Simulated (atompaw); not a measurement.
## Building the PAW (atompaw) potential for Cu (Z = 29) (PBE, scalar-relativistic).

atompaw 4.2.0.5 was run on this input:

```
Cu 29
GGA-PBE scalarrelativistic loggrid 1500 logderivrange -10 5 376
4 4 3 0 0 0
4 0 0.75
4 1 0.25
0 0 0
c
c
v
v
c
v
v
v
2
1.65 1.45 1.20 1.35
n
n
y
3.25
n
custom polynom gramschmidtortho sinc
bessel
1.20
1.65
0.85
1.65
1.65
1.65
PWSCFOUT
UPFDX 0.0125d0 UPFXMIN -7.d0 UPFZMESH 29.d0
END
```

Command:

```bash
atompaw < Cu.input > Cu.log
```

Resulting log (summary file):

```
Completed calculations for Cu (AE)

 Exchange-correlation type: GGA, Perdew-Burke-Ernzerhof

 Radial integration grid is logarithmic
 r0 =   2.8831811E-04 h =   8.3612251E-03   n =      1500 rmax =   8.0000000E+01

 Scalar relativistic calculation

 AEatom converged in  38 iterations
   nz     =  29.00
   delta  =       3.433426549182E-16

 All Electron Orbital energies:
  n  l      occupancy      energy
  1  0      2.0000000E+00 -6.5059312E+02
  2  0      2.0000000E+00 -7.8131649E+01
  3  0      2.0000000E+00 -8.4747140E+00
  4  0      7.5000000E-01 -3.7044557E-01
  2  1      6.0000000E+00 -6.7437988E+01
  3  1      6.0000000E+00 -5.3469560E+00
  4  1      2.5000000E-01 -7.5120973E-02
  3  2      1.0000000E+01 -4.1442292E-01

 Total energy
   Total                    :    -3309.62569630997086

 ---
 Completed calculations for Cu (SC)

 Exchange-correlation type: GGA, Perdew-Burke-Ernzerhof

 Radial integration grid is logarithmic
 r0 =   2.8831811E-04 h =   8.3612251E-03   n =      1500 rmax =   8.0000000E+01

 Scalar relativistic calculation

 SCatom converged in   3 iterations
   nz     =  29.00
   delta  =       9.388968546954E-17

 Valence Electron Orbital energies:
  n  l      occupancy      energy
   3  0      2.0000000E+00 -8.4747140E+00
   4  0      7.5000000E-01 -3.7044557E-01
   3  1      6.0000000E+00 -5.3469560E+00
   4  1      2.5000000E-01 -7.5120973E-02
   3  2      1.0000000E+01 -4.1442292E-01

 Total energy
   Total                    :    -3309.62569630412418
   Valence                  :     -486.53890214506765

 PAW parameters:
       lmax =            2
         rc =    1.6524306692165767
        irc =         1036
   rc_shape =    1.4576209869395274
    rc_vloc =    1.2025634968637653
    rc_core =    1.3519380571328428
   Vloc: truncated form - Vps(r)=A.sin(qr)/r for r<rc
   Projector type: polynomial pseudization + Gram-Schmidt ortho.
   Sinc^2 compensation charge shape zeroed at   1.4576E+00

 Number of basis functions     6
 No.   n  nodes  l      Energy         Cp coeff         Occ
  1    3    2    0   -0.8474714E+01  0.1000000E+01  0.2000000E+01
  2    4    3    0   -0.3704456E+00  0.1398607E+01  0.7500000E+00
  3    3    1    1   -0.5346956E+01  0.1000000E+01  0.6000000E+01
  4    4    2    1   -0.7512097E-01  0.1292531E+01  0.2500000E+00
  5    3    0    2   -0.4144229E+00  0.1000000E+01  0.1000000E+02
  6  999    1    2    0.3250000E+01 -0.7297424E-01  0.0000000E+00

 Eigenvalues of overlap operator (in the basis of projectors):
    1        5.42634218E-01
    2        5.77608379E-01
    3        2.16958900E+00
    4        5.14398580E+01
    5        1.12445620E+02
    6        5.62843858E+03

 Orbital leakage outside PAW augmentation regions
   orb  is_core?  %out_of_sphere
   1 0    T           0.00
   2 0    T           0.00
   3 0    F           0.50
   4 0    F          88.17
   2 1    T           0.00
   3 1    F           1.28
   4 1    F          97.82
   3 2    F          14.48

 Summary of PAW energies
   Total valence energy     :   -486.53890435389906
   Smooth energy            :     94.98262779832214
   One center               :   -581.52153215222120
   Smooth kinetic           :     98.23015693720114
   Vloc energy              :      8.19879704912508
   Smooth exch-corr         :    -22.12360355551272
   One-center xc            :   -112.91225296860176
```

The run took about 7.5 s on one core of a shared server CPU.
